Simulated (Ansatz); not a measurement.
The cluster MgAl3, relaxed as a doublet with UKS PBE0-D4/def2-TZVP in Ansatz, starting from the GFN1-xTB geometry. Force threshold 0.02 eV/Å.

The charge 0 doublet is spin-contaminated (final ⟨S²⟩ up to 1.17, 0.75 for a pure state). The relaxation made no stability test and no search for a lower SCF solution. The structure comes from a short search, and lower isomers may exist.

Start:

```xyz
4

Al    1.260    1.833   -0.062
Al    0.966   -0.562    0.658
Al   -0.876    0.681   -0.679
Mg   -1.350   -1.951    0.083
```

Problem. Estimate the energy that the relaxation releases and the steps that it takes.

Solution. 0.32 eV, in 21 steps; 66 s on 4 threads of Arm Neoverse V1 on a shared host. The force fell under the threshold at step 4, but the optimiser went on and released 0.251 eV more. No frequencies were taken in this run, so the end may be a saddle point.

Problem. Does the start keep its bonding?

Solution. Bonds lost: Al1–Al2 (atoms count from 1). Bonds formed: Al1–Mg4 (atoms count from 1).

Problem. Predict the relaxed structure.

Solution. 
Cartesian coordinates in Å:
```
Al 0.3003 1.5901 0.7907
Al 1.4270 -1.0689 -0.2123
Al -0.4656 0.3356 -1.4176
Mg -1.2616 -0.8569 0.8392
```
Bond lengths (bridged metal pairs left out): 3 × Al–Mg 2.67 to 2.90 Å; 2 × Al–Al 2.65 Å.
